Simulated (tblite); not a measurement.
Parent: `[CH3:1]/[CH:2]=[CH:3]/[SiH2:4][NH:5][CH3:6]` with C2–C3–Si4–N5 -18°, C3–Si4–N5–C6 177°, C4H11NSi.

Structures optimised with GFN2-xTB, isolated species. One conformer each, not checked by frequencies here.

| coordinate of the parent | value |
| --- | --- |
| C1–C2 | 1.493 Å |
| C2=C3 | 1.326 Å |
| C3–Si4 | 1.875 Å |
| Si4–N5 | 1.720 Å |
| N5–C6 | 1.441 Å |
| C1–C2–C3 | 125.3° |
| C2–C3–Si4 | 126.2° |
| C3–Si4–N5 | 106.9° |
| Si4–N5–C6 | 122.8° |

Question: How does the shared frame change in `[CH3:1]/[CH:2]=[CH:3]/[Si@H:4]([NH:5][CH3:6])[O:7][CH3:8]` with C2–C3–Si4–N5 129°, C3–Si4–N5–C6 61°, C3–Si4–O7–C8 -177°, C5H13NOSi? Atoms pair as C1 = C1, C2 = C2, C3 = C3, Si4 = Si4, N5 = N5, C6 = C6 (parent first).

Answer: 
```
   parent   relative  value in the relative  change
    C1–C2      C1–C2                1.492 Å  -0.001
    C2=C3      C2=C3                1.327 Å  +0.001
   C3–Si4     C3–Si4                1.878 Å  +0.003
   Si4–N5     Si4–N5                1.728 Å  +0.008
    N5–C6      N5–C6                1.443 Å  +0.002
 C1–C2–C3   C1–C2–C3                 125.4°    +0.1
C2–C3–Si4  C2–C3–Si4                 126.1°    -0.1
C3–Si4–N5  C3–Si4–N5                 116.6°    +9.7
Si4–N5–C6  Si4–N5–C6                 123.4°    +0.6
```

Of the parent's bonds, Si4–N5 changes most (+0.008 Å). Bonds of the relative outside the shared frame: Si4–O7 1.627, O7–C8 1.394 Å. Point group C1 → C1.

Question: How does the shared frame change in `[CH3:1]/[CH:2]=[CH:3]/[Si@@H:4]([NH:5][CH3:6])[O:7][C:8]([CH3:9])=[O:10]` with C2–C3–Si4–N5 129°, C3–Si4–N5–C6 164°, C3–Si4–O7–C8 59°, Si4–O7–C8–C9 -179°, C6H13NO2Si? Atoms pair as C1 = C1, C2 = C2, C3 = C3, Si4 = Si4, N5 = N5, C6 = C6 (parent first).

Answer: 
```tsv
parent	relative	value in the relative	change
C1–C2	C1–C2	1.492 Å	-0.001
C2=C3	C2=C3	1.326 Å	0.000
C3–Si4	C3–Si4	1.872 Å	-0.003
Si4–N5	Si4–N5	1.718 Å	-0.002
N5–C6	N5–C6	1.446 Å	+0.005
C1–C2–C3	C1–C2–C3	125.1°	-0.2
C2–C3–Si4	C2–C3–Si4	125.0°	-1.2
C3–Si4–N5	C3–Si4–N5	107.0°	+0.1
Si4–N5–C6	Si4–N5–C6	124.5°	+1.7
```

Of the parent's bonds, N5–C6 changes most (+0.005 Å). Bonds of the relative outside the shared frame: Si4–O7 1.674, O7–C8 1.321, C8–C9 1.508, C8=O10 1.202 Å. Point group C1 → C1.

Question: How does the shared frame change in `[CH3:1]/[CH:2]=[CH:3]/[Si@@H:4]([CH2:5][CH2:6][CH3:7])[NH:8][CH3:9]` with C2–C3–Si4–C5 -94°, C3–Si4–C5–C6 -48°, Si4–C5–C6–C7 179°, C3–Si4–N8–C9 -173°, C7H17NSi? Atoms pair as C1 = C1, C2 = C2, C3 = C3, Si4 = Si4, N5 = N8, C6 = C9 (parent first).

Answer: 
```
   parent   relative  value in the relative  change
    C1–C2      C1–C2                1.493 Å   0.000
    C2=C3      C2=C3                1.326 Å   0.000
   C3–Si4     C3–Si4                1.879 Å  +0.004
   Si4–N5     Si4–N8                1.724 Å  +0.004
    N5–C6      N8–C9                1.444 Å  +0.003
 C1–C2–C3   C1–C2–C3                 125.3°     0.0
C2–C3–Si4  C2–C3–Si4                 125.8°    -0.4
C3–Si4–N5  C3–Si4–N8                 106.2°    -0.7
Si4–N5–C6  Si4–N8–C9                 123.8°    +1.0
```

Of the parent's bonds, C3–Si4, Si4–N5 and N5–C6 change most and about equally (+0.003 to +0.004 Å). Bonds of the relative outside the shared frame: Si4–C5 1.906, C5–C6 1.526, C6–C7 1.524 Å. Point group C1 → C1.

Question: How does the shared frame change in `[CH2:1]=[CH:2][CH2:3][Si@H:4](/[CH:5]=[CH:6]/[CH3:7])[NH:8][CH3:9]` with C1–C2–C3–Si4 -97°, C2–C3–Si4–C5 63°, C3–Si4–C5–C6 -82°, C3–Si4–N8–C9 177°, C7H15NSi? Atoms pair as C1 = C7, C2 = C6, C3 = C5, Si4 = Si4, N5 = N8, C6 = C9 (parent first).

Answer: 
```csv
parent,relative,value in the relative,change
C1–C2,C7–C6,1.492 Å,-0.001
C2=C3,C6=C5,1.328 Å,+0.002
C3–Si4,C5–Si4,1.887 Å,+0.012
Si4–N5,Si4–N8,1.723 Å,+0.003
N5–C6,N8–C9,1.444 Å,+0.003
C1–C2–C3,C7–C6–C5,125.2°,-0.1
C2–C3–Si4,C6–C5–Si4,124.2°,-2.0
C3–Si4–N5,C5–Si4–N8,115.7°,+8.8
Si4–N5–C6,Si4–N8–C9,122.1°,-0.7
```

Of the parent's bonds, C3–Si4 changes most (+0.012 Å). Bonds of the relative outside the shared frame: C1=C2 1.322, C2–C3 1.483, C3–Si4 1.914 Å. Point group C1 → C1.

Question: How does the shared frame change in `[CH3:1]/[CH:2]=[CH:3]/[Si@@H:4]([NH:5][CH3:6])[NH:7][CH:8]=[O:9]` with C2–C3–Si4–N5 43°, C3–Si4–N5–C6 -175°, C3–Si4–N7–C8 65°, Si4–N7–C8–O9 2°, C5H12N2OSi? Atoms pair as C1 = C1, C2 = C2, C3 = C3, Si4 = Si4, N5 = N5, C6 = C6 (parent first).

Answer: 
```csv
parent,relative,value in the relative,change
C1–C2,C1–C2,1.492 Å,-0.001
C2=C3,C2=C3,1.327 Å,+0.001
C3–Si4,C3–Si4,1.872 Å,-0.003
Si4–N5,Si4–N5,1.724 Å,+0.004
N5–C6,N5–C6,1.446 Å,+0.005
C1–C2–C3,C1–C2–C3,125.1°,-0.2
C2–C3–Si4,C2–C3–Si4,125.9°,-0.3
C3–Si4–N5,C3–Si4–N5,108.0°,+1.1
Si4–N5–C6,Si4–N5–C6,123.6°,+0.8
```

Of the parent's bonds, Si4–N5 and N5–C6 change most and about equally (+0.004 to +0.005 Å). Bonds of the relative outside the shared frame: Si4–N7 1.765, N7–C8 1.339, C8=O9 1.206 Å. Point group C1 → C1.

All values are computed, not measured.
